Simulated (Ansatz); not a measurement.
Name a neutral molecule of B, C, F, O and H with LUMO energy (ωB97M-V/def2-TZVPP) between 1.10 and 1.40 eV and HOMO–LUMO gap (B3LYP/def2-TZVPP) between 7.30 and 7.60 eV (Ansatz, PBE0-D4/def2-TZVP geometry).

`FB1CBO1` (1.19 eV, 7.46 eV). Other molecules can fit too; these were computed, each in one conformer that needn't be the lowest.

B3LYP here is the variant with VWN-RPA as its local correlation; programs differ in this.
